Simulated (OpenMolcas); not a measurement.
## Computed transition rates of Cu3+

```yaml
Program: OpenMolcas
Method: "MS-RASPT2, IPEA 0.25 Eh, imaginary shift 0.1 Eh (closed shells correlated: 3s 3p)"
Basis: ANO-RCC-VTZP [6s5p3d2f1g]
Scalar_Hamiltonian: DKH2, point nucleus
Active_space: 8 electrons in 9 orbitals (RAS2 3d 4s; RAS3 4p, at most 2 electrons)
State_averaging: 2S+1 = 3 even, 48 roots; 2S+1 = 5 even, 10 roots kept (CI in the orbitals of an earlier block); 2S+1 = 1 even, 43 roots kept (CI in the orbitals of an earlier block); 2S+1 = 3 odd, 9 roots (0 in the spin-orbit step); 2S+1 = 5 odd, 7 roots kept (CI in the orbitals of an earlier block, 0 in the spin-orbit step)
Spin-orbit_coupling: state interaction with AMFI integrals over the reference wave functions, term energies averaged over their components
```

Rates come from the transition moments of the reference wave functions (E1 and E2 in the length form). At fixed line strength A goes as λ^-3 for E1 and M1 and as λ^-5 for E2, so a rate at the computed wavelength can be rescaled to the measured one. Measured vacuum wavelengths follow from level energies in Sugar and Musgrove, J. Phys. Chem. Ref. Data 19, 527 (1990). Branching counts decays inside the model space alone, at computed energies, and the table is only a selection of the E2 and M1 lines, drawn from those between levels with measured partners whose computed energy lies within a factor of 1.5 of the measured one.

| Upper | Lower | Type | λ computed (nm) | λ measured (nm) | A computed (s-1) | A rescaled (s-1) | Branching % |
| --- | --- | --- | --- | --- | --- | --- | --- |
| 3d⁷ 4s ⁵F₄ | 3d⁸ ³F₄ | E2 | 74.96 | 82.7 | 2.83e+01 |  | 86.2 |
| 3d⁸ ¹S₀ | 3d⁸ ¹D₂ | E2 | 219.9 | 221.2 | 1.46e+01 | 1.42e+01 | 50.2 |
| 3d⁸ ¹S₀ | 3d⁸ ³P₁ | M1 | 244 | 241.8 | 1.24e+01 |  | 42.8 |
| 3d⁷ 4s ⁵F₅ | 3d⁸ ³F₄ | E2 | 75.64 | 83.59 | 3.08e+00 |  | 92.5 |
| 3d⁸ ¹D₂ | 3d⁸ ³F₃ | M1 | 723.4 | 695.1 | 1.17e+00 |  | 70.9 |
| 3d⁸ ¹G₄ | 3d⁸ ³F₄ | M1 | 369.9 | 371.6 | 8.39e-01 |  | 67.4 |
| 3d⁸ ¹D₂ | 3d⁸ ³F₂ | M1 | 796.3 | 759.3 | 4.77e-01 |  | 28.9 |
| 3d⁸ ¹G₄ | 3d⁸ ³F₃ | M1 | 398.6 | 399.2 | 4.03e-01 |  | 32.4 |
| 3d⁸ ³P₂ | 3d⁸ ¹D₂ | M1 | 2456 | 2900 | 3.18e-01 |  | 48.8 |
| 3d⁸ ³P₁ | 3d⁸ ¹D₂ | M1 | 2227 | 2598 | 2.69e-01 |  | 77.3 |
| 3d⁸ ³P₂ | 3d⁸ ³F₃ | M1 | 558.8 | 560.7 | 2.20e-01 |  | 33.7 |
| 3d⁸ ³F₃ | 3d⁸ ³F₄ | M1 | 5132 | 5372 | 1.93e-01 | 1.68e-01 | 100.0 |
| 3d⁸ ³F₂ | 3d⁸ ³F₃ | M1 | 7910 | 8222 | 7.20e-02 | 6.41e-02 | 100.0 |
| 3d⁸ ³P₀ | 3d⁸ ³F₂ | E2 | 575 | 576.5 | 5.91e-02 | 5.83e-02 | 96.4 |
| 3d⁸ ³P₁ | 3d⁸ ³F₃ | E2 | 546.1 | 548.4 | 4.99e-02 | 4.89e-02 | 14.3 |

Spin-changing lines and M1 lines between different terms are not rescaled, since their strength hangs on the term gaps too.

The largest correction is for 3d⁸ ³F₃ → 3d⁸ ³F₄ (M1): 1.93e-01 × (5132 / 5372)^3 = 1.68e-01 s-1, a factor of 0.87.

The computed rate and branching of 3d⁸ ³F₃ → 3d⁸ ³F₄ give the upper level a radiative lifetime of 1.000 / 1.93e-01 s-1 = 5.18e+00 s, counting decays inside the model space alone. The rescaled rate gives about 5.9e+00 s.

These are rates of the free ion; in crystals, glasses and complexes forced electric-dipole and non-radiative decay shorten such lifetimes by orders of magnitude. No measured rate stands beside these. Rescaling mends the energy factor alone: line strengths can still be far off where a level mixes with configurations outside the active space, and weak or spin-changing lines hang on small mixing coefficients that depend on the term gaps too, so rescaling need not improve them.

CASPT2 does not keep the components of a term degenerate, so their means are used; among the terms shown or strongly mixed into the levels shown the widest spread is 1700 cm-1 (3d⁸ ¹G). Some high roots are left out of the spin-orbit mixing, which shifts the levels that they would mix with. Terms from blocks run as CI alone lack orbitals of their own. A single d shell beside an s shell can misplace configurations of different d count against each other. Computed and measured levels are paired by configuration, term and J; levels that our copy of the source lacks, or whose pairing is in doubt (as where it misses far off the trend of its configuration), stay unpaired. Only configurations of the active space appear.
